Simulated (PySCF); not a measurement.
Isomers of C4H6N2OS, one GFN2-xTB conformer each. Single-point energies are computed at PBE0/pcSseg-1 (PySCF, gas phase, no added dispersion term), electronic only.

Question: Rank them by PBE0/pcSseg-1 energy, lowest first (kJ/mol).
A. `[CH3:1][O:2][CH2:3][c:4]1[cH:5][n:6][s:7][n:8]1` with C1–O2–C3–C4 180°, O2–C3–C4–C5 0°
B. `[CH3:1][CH2:2][O:3][c:4]1[n:5][cH:6][s:7][n:8]1` with C1–C2–O3–C4 -76°, C2–O3–C4–N5 179°

Answer: B (0.0), A (69.5).

GFN2-xTB itself gives, in the same order: 0.0, 77.1. Both levels put the same isomer lowest.

Which frontier levels, dipoles and rotational constants go with these structures?

```csv
SMILES,"HOMO (eV, PBE0/pcSseg-1)",LUMO (eV),dipole (D),"A, B, C (MHz)"
CCOc1ncsn1,-7.19,-1.16,1.20,"4188, 1205, 1006"
COCc1cnsn1,-7.65,-1.42,2.75,"6659, 894.2, 796.3"
```
